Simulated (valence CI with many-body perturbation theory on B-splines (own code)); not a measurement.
Which ion has this spectrum?

A relativistic CI+MBPT calculation for an atom or ion with 14 electrons gives these levels (eV):

```
J  Parity       E     g
0    even   0.000      
1    even   0.519  1.50
2    even   1.170  1.48
2    even   4.048  1.02
0    even   8.436      
2     odd  19.989  2.00
1     odd  27.396  0.51
2     odd  27.408  1.17
3     odd  27.535  1.33
0     odd  31.499      
1     odd  31.525  1.49
2     odd  31.548  1.48
2     odd  34.711  1.01
1     odd  40.712  1.86
```

The energies are calculated, with errors of perhaps 100 cm⁻¹, more in some levels.

(1) Which is it?
A. Sc7+
B. Ti8+
C. Fe12+
D. V9+

Answers

(1) D. V9+, ground level 3s²3p² ³P_0.
